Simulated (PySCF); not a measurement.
SMILES c1csc(Sc2nccs2)c1, singlet, GFN2-xTB optimised geometry.

```
16

C     -0.49    -3.51    -0.31
C     -1.09    -3.10     0.83
S     -0.41    -1.65     1.45
C      0.70    -1.59     0.12
S      1.93    -0.34     0.00
C      0.92     1.08     0.00
N     -0.36     1.08     0.00
C     -0.86     2.34     0.00
C      0.07     3.33     0.00
S      1.66     2.67     0.00
C      0.54    -2.64    -0.72
H     -0.78    -4.39    -0.86
H     -1.91    -3.56     1.35
H     -1.93     2.47     0.00
H     -0.08     4.39     0.00
H      1.14    -2.78    -1.60
```

Density from PySCF with B3LYP/def2-TZVP at that geometry.

Minimum of the electron density along straight lines between bonded atoms, close to the bond critical point (lines longer than 1.1 times the sum of covalent radii, or with two minima, are not listed):

| bond | length / Å | ρ at the minimum / e bohr⁻³ | ∇²ρ there / e bohr⁻⁵ | position (fraction from the first atom) |
|---|---|---|---|---|
| C1–C2 | 1.358 | 0.336 | -1.01 | 0.49 |
| C2–S3 | 1.716 | 0.219 | -0.46 | 0.48 |
| S3–C4 | 1.733 | 0.212 | -0.43 | 0.51 |
| C4–S5 | 1.758 | 0.202 | -0.40 | 0.49 |
| S5–C6 | 1.739 | 0.211 | -0.45 | 0.50 |
| C6–N7 | 1.286 | 0.391 | -1.29 | 0.37 |
| N7–C8 | 1.353 | 0.336 | -1.09 | 0.62 |
| C8–C9 | 1.356 | 0.339 | -1.01 | 0.49 |
| C6–S10 | 1.755 | 0.203 | -0.38 | 0.49 |
| C9–S10 | 1.726 | 0.214 | -0.44 | 0.48 |
| C1–C11 | 1.410 | 0.307 | -0.89 | 0.50 |
| C4–C11 | 1.362 | 0.334 | -0.99 | 0.52 |
| C1–H12 | 1.075 | 0.290 | -1.05 | 0.65 |
| C2–H13 | 1.072 | 0.293 | -1.07 | 0.65 |
| C8–H14 | 1.074 | 0.295 | -1.09 | 0.65 |
| C9–H15 | 1.070 | 0.293 | -1.07 | 0.65 |
| C11–H16 | 1.074 | 0.291 | -1.06 | 0.65 |
